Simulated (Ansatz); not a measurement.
C4H6F4, SMILES `FCC(F)(CF)CF` at its PBE0-D4/def2-TZVP geometry, where that method's forces vanish. The species carries charge 0 and has multiplicity 1.

```xyz
14

F     0.2873   -0.1918    2.3452
C     0.8794   -0.2656    1.1048
C    -0.1800   -0.3289    0.0267
F    -0.8833   -1.5171    0.1713
C    -1.2219    0.7710    0.1743
F    -0.6137    2.0054    0.0888
C     0.4346   -0.2880   -1.3539
F     1.5149   -1.1382   -1.4440
H     1.4966   -1.1643    1.0655
H     1.5030    0.6212    0.9640
H    -1.7077    0.6797    1.1466
H    -1.9677    0.6920   -0.6217
H    -0.3135   -0.6022   -2.0868
H     0.7721    0.7267   -1.5808
```

(1) What forces (eV/Å) does ωB97M-V/def2-TZVPP give on these atoms in Ansatz 0.2.0? (Estimate.)

Results:

(1) Ansatz gave: 
```
F1  -0.146  0.022  0.221
C2   0.293 -0.026 -0.224
C3   0.094  0.164 -0.003
F4  -0.102 -0.194  0.020
C5  -0.296 -0.221  0.062
F6   0.156  0.224 -0.018
C7  -0.229  0.238 -0.145
F8   0.201 -0.164  0.021
H9  -0.054  0.075 -0.001
H10 -0.051 -0.067  0.004
H11  0.043  0.004 -0.086
H12  0.066 -0.001  0.062
H13  0.055  0.027  0.065
H14 -0.029 -0.080  0.022
```
